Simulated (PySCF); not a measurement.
Polarisability and C₆ of Cl²⁺ (chlorine, charge +2)

[Ne] 3s2 3p3, high-spin 4S determinant. All numbers are calculated (PySCF 2.14, the non-relativistic Hamiltonian (point nucleus), in aug-cc-pwCVQZ). Coupled (time-dependent) response in atomic units; α is the mean over directions.

```tsv
method	mean α (bohr³)	C₆ (like pair)	S(−4)
TPSS	5.912	21.20	10.51
```

S(−4) is the Cauchy moment in α(ω) = α(0) + S(−4) ω² + …

α(iu) at TPSS:

| u (hartree) | α(iu) (bohr³) |
| --- | --- |
| 0 | 5.912 |
| 0.0500 | 5.886 |
| 0.100 | 5.809 |
| 0.200 | 5.527 |
| 0.300 | 5.126 |
| 0.500 | 4.196 |
| 0.750 | 3.137 |
| 1.00 | 2.342 |
| 1.50 | 1.391 |
| 2.00 | 0.9096 |
| 3.00 | 0.4830 |
| 5.00 | 0.2172 |

For an ion, C₆ is the dispersion term alone; charge-induced terms of lower order in 1/R come first.
